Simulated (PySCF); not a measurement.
## Exercise with solution: entropy of an ideal gas

PbH2, SMILES [PbH2] (connectivity only; charge and spin as stated), neutral, multiplicity 1.

Coordinates come from a B3LYP-D3(BJ)/def2-TZVPD optimisation. The def2 effective core potentials stand for the cores of Pb; spin–orbit coupling is left out.

B3LYP-D3(BJ)/def2-TZVPD run with PySCF gives the harmonic wavenumbers 724, 1583, 1587 cm⁻¹ and the rotational temperatures 7.0893, 6.9543, 3.5106 K. The molar mass is 209.22 g/mol, the symmetry number 2, the spin multiplicity 1.

Question: Work out the entropy at 298.15 K and 1 atm in the rigid-rotor, harmonic-oscillator model.

Answer: 
Translation (Sackur–Tetrode at 1 atm): S = R[1.5 ln M + 2.5 ln T − 1.16487] = 175.4 J/(mol K).
Rotation: q = (√π/σ) T^1.5/√(θA θB θC) = 347, S = R[ln q + 3/2] = 61.1 J/(mol K).
Vibration: with u = 1.4388 ν/T, each mode gives R[u/(e^u − 1) − ln(1 − e^−u)]:
```
ν (cm⁻¹)  modes     u  S (J/(mol K))
--------  -----  ----  -------------
724           1  3.49           1.17
1583          1  7.64           0.03
1587          1  7.66           0.03
```
These are all the modes. Sum 1.2 J/(mol K).
Spin: R ln 1 = 0.0 J/(mol K).
Total 237.7 J/(mol K); the program's own thermochemistry gives 237.7. Translation makes up 74 % and vibration 1 %. Anharmonicity, hindered rotation and orbital degeneracy are left out.
